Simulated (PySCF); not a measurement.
Isomers of C5H8N2Si. Computed with PBE0-D3(BJ)/def2-SVP geometry optimisation, gas phase in PySCF 2.14.0. Energies are electronic, without zero-point or thermal terms, for one conformer each. No frequencies were run at this level. Point groups hold within 0.08 Å.

Problem. Rank from lowest to highest electronic energy at this level (kJ/mol).
A. `[SiH3:1][NH:2][c:3]1[cH:4][cH:5][cH:6][n:7][cH:8]1` with Si1–N2–C3–C4 0°
B. `[CH2:1]=[CH:2][c:3]1[cH:4][n:5][cH:6][n:7]1[SiH3:8]` with C1–C2–C3–C4 -1°

Solution. A (0.0), B (65.5).

As drawn, the lower has an N–H bond, which the higher lacks; the higher has a C=C bond outside aromatic rings, which the lower lacks.

| SMILES | E (Eh) | E rel (kJ/mol) | dipole (D) | point group | A, B, C (MHz) |
| --- | --- | --- | --- | --- | --- |
| [SiH3]Nc1cccnc1 | -593.57741 | 0.0 | 2.48 | Cs | 4906, 1005, 842.4 |
| C=Cc1cncn1[SiH3] | -593.55246 | 65.5 | 3.28 | Cs | 2228, 1669, 965.2 |

Problem. How do the relative energies change in single points at PBE0/pcSseg-1 (no added dispersion term) on the same geometries?

Solution. 
| SMILES | PBE0-D3(BJ)/def2-SVP (kJ/mol) | PBE0/pcSseg-1 (kJ/mol) | shift |
| --- | --- | --- | --- |
| [SiH3]Nc1cccnc1 | 0.0 | 0.0 | 0.0 |
| C=Cc1cncn1[SiH3] | 65.5 | 60.0 | -5.5 |

Each column counts from its own lowest isomer. The order is unchanged; the largest shift is 5.5 kJ/mol.
